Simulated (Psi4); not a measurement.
C2H6AlF, charge +1, doublet, at a GFN2-xTB geometry (such geometries of metal compounds can be far from the true shape) (a state made from the parent by changing its charge; the spin is typed, not shown lowest).

Input for Psi4:
```
memory 2 GB

molecule mol {
1 2
Al   -0.067417    0.043178   -0.064645
C     1.854826   -0.187101   -0.676458
H     2.105596   -1.249915   -0.638556
H     2.501818    0.391608   -0.012752
H     1.873977    0.200062   -1.702762
C    -0.670872   -0.547591    1.781208
H    -1.394086   -1.356043    1.630716
H    -1.163713    0.320572    2.232726
H     0.197162   -0.876264    2.355430
F    -1.149785    0.712979   -1.072547
}

set {
  basis sto-3g
  reference uhf
  freeze_core true
  mp2_type conv
  scf_type pk
  puream true
  d_convergence 1e-8
}

energy('ccsd(t)')
print_variables()
```

Task: What does this run give for the total energy, coupled-cluster correlation energy (without the perturbative part), number of basis functions?

Result: 
| Quantity | Value |
|---|---|
| total energy | -830.780693 Ry |
| coupled-cluster correlation energy (without the perturbative part) | -0.2051 Eh |
| number of basis functions | 30 |

These values belong to the state on which the SCF converged, which isn't shown to be the lowest.
